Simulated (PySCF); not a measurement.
Te(F)(Me) (CH3FTe), SMILES C[Te]F. Heavy atoms are numbered as in [Te:1]([F:2])[CH3:3]. Hydrogens are named by the atom that carries them.

Geometry optimised at PBE-D3(BJ)/def2-TZVP. The def2 effective core potentials stand for the cores of Te; spin–orbit coupling is left out.

Level of theory: PySCF with CAM-B3LYP/def2-TZVPD.

Mulliken values depend strongly on the basis, most of all with diffuse functions as here. ESP charges are fitted to the potential on shells at 1.4 to 2.0 van der Waals radii. Atomic charges (e), one atom of each kind:

```
atom         ESP fit  Mulliken
--------  ----------  --------
Te1       (withheld)      0.58
F2        (withheld)     -0.49
C3 (CH3)  (withheld)     -0.90
H on C3   (withheld)      0.28
```

Problem. Complete the blanks. (The exact figures need the calculation; the answer reports its results.)

Solution. 
- Te1, ESP fit: 0.21
- F2, ESP fit: -0.23
- C3 (CH3), ESP fit: -0.75
- H on C3, ESP fit: 0.27
